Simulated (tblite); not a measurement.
Species: C3H10OS2Si2.
Structure used (GFN2-xTB), in Å, numbered top down from 1:
```
atom  x, y, z in Å
C1     2.6516   -0.5640   -0.0622
C2     1.3264   -0.9273    0.5072
S3     0.6130   -2.3588    0.1542
C4     0.6428    0.0777    1.3215
Si5   -0.6643    0.9632    0.2144
O6     0.2873    1.7601   -0.8388
Si7   -1.9777   -0.6290   -0.8415
S8    -3.6385    0.4449   -1.7492
H9     2.5788    0.4070   -0.5525
H10    3.3886   -0.4754    0.7373
H11    2.9906   -1.3128   -0.7732
H12    0.0979   -0.3833    2.1417
H13    1.3358    0.8171    1.7154
H14   -1.3396    1.9458    1.0775
H15   -0.0554    2.2450   -1.5854
H16   -2.6105   -1.6158    0.0268
H17   -1.4329   -1.2454   -2.0455
H18   -4.2028    0.8572   -0.6262
```

Computed with GFN2-xTB (tblite): harmonic, unscaled wavenumbers at the GFN2-xTB geometry, gas phase. Against measured fundamentals such values can be off by several per cent, at times by over 20. Modes of hydrogen on silicon and sulfur can be 10 to 20 % off. One conformer, not necessarily the lowest.

Harmonic wavenumbers (cm⁻¹): 26.3, 54.4, 61.1, 85.9, 99.5, 122.8, 133.1, 146.6, 179.6, 244.9, 296.3, 355.4, 368.6, 381.4, 416.7, 470.9, 496.6, 597.2, 603.6, 654.7, 672.8, 690.4, 723.2, 754.1, 770.0, 777.0, 806.1, 889.7, 977.3, 991.1, 1054.0, 1145.1, 1249.3, 1285.0, 1378.1, 1448.2, 1454.1, 1466.5, 2167.6, 2285.1, 2298.3, 2480.6, 2986.6, 3004.1, 3009.2, 3013.1, 3050.2, 3653.4.

A = 1604, B = 591.9, C = 484.8 MHz; mass 181.971 u (most abundant isotopes); point group C1, symmetry number 1.

Task: Zero-point energy?

Result: ½Σν̃ = 26138 cm⁻¹ = 74.73 kcal/mol.

Task: Give the ideal-gas entropy at 273.15 K and 1 bar in the rigid-rotor, harmonic-oscillator model (classical rotation).

Result: Translation 41.09, rotation 30.66, vibration 42.44: S = 114.2 cal/(mol K).

Task: And Cp and H(273.15 K) − H(0)?

Result: Cp = 45.82 cal/(mol K), of which vibrations give 37.87 (their classical limit is 48 R = 95.4); H(273.15 K) − H(0) = 7.92 kcal/mol without the zero-point energy, 5.74 from vibrations.

Task: Which modes carry the vibrational entropy at 273.15 K?

Result: 26.3 cm⁻¹: 5.92; 54.4 cm⁻¹: 4.48; 61.1 cm⁻¹: 4.25; 85.9 cm⁻¹: 3.58; 99.5 cm⁻¹: 3.29; 122.8 cm⁻¹: 2.89 cal/(mol K); the other 42 give 18.03 together.

Task: What must be added to the electronic energy to get the Gibbs energy at 273.15 K and 1 bar?

Result: ZPE + [H(273.15 K) − H(0)] − T·S = 74.73 + 7.92 − 31.19 = 51.46 kcal/mol.

Task: Blend soft modes into free rotors: weight 1/[1 + (100 cm⁻¹/ν̃)⁴] for the oscillator and the rest for a rotor with moment μB/(μ + B), μ = h/(8π²ν), B = 10⁻⁴⁴ kg m². What vibrational entropy results?

Result: 37.89 cal/(mol K) in place of 42.44, which changes −T·S at 273.15 K by +1.24 kcal/mol.

Hindered rotation and anharmonicity are outside this model. Other conformers, if any are populated, would add a mixing term that is left out. The structure is chiral; the term R ln 2 for an equal mix with its mirror image is left out.
